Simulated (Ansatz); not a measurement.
System: HSe, charge 0, multiplicity 2. 
Structure (B3LYP-D3(BJ)/def2-TZVP (Ansatz, a first-principles code) minimum search):
SMILES: [SeH]
```xyz
2

Se     0.0000     0.0000    -0.0421
H      0.0000     0.0000     1.4328
```
Charge 0, spin multiplicity 2.

Total electronic energies in hartree. Cores are frozen in the correlated levels unless marked. Open shells are spin-unrestricted. No spin-orbit coupling. The frozen core is the preceding noble-gas configuration, with the filled d and f shells of earlier blocks. Non-relativistic. CBS(X,Y): correlation extrapolated as X^-3; Hartree-Fock from the larger set (for Q and 5 zeta extrapolated as (X+1)exp(-9√X)).

```json
[
 {"level": "HF/def2-QZVPP", "program": "Ansatz", "energy (Eh)": "-2400.45776"},
 {"level": "revPBE-D4/def2-TZVPD", "program": "Ansatz + dftd4", "energy (Eh)": "-2401.91945"},
 {"level": "PBE0/6-31G*", "program": "Ansatz", "energy (Eh)": "-2401.53349"},
 {"level": "PBE0/def2-QZVPP", "program": "Ansatz", "energy (Eh)": "-2401.88006"},
 {"level": "BHLYP-D3(BJ)/def2-TZVPD", "program": "Ansatz + dftd3", "energy (Eh)": "-2402.10676"},
 {"level": "MP2/cc-pV5Z", "program": "Ansatz", "energy (Eh)": "-2400.60903"},
 {"level": "CCSD(T)/aug-cc-pVDZ", "program": "Ansatz", "energy (Eh)": "-2400.50879"},
 {"level": "CCSD(T)/CBS(cc-pVTZ,cc-pVQZ)", "program": "Ansatz", "energy (Eh)": "-2400.6385"},
 {"level": "CCSD(T)/CBS(cc-pVQZ,cc-pV5Z)", "program": "Ansatz", "energy (Eh)": "-2400.6383"}
]
```

Totals of different functionals don't rank their quality; only differences between species are comparable.
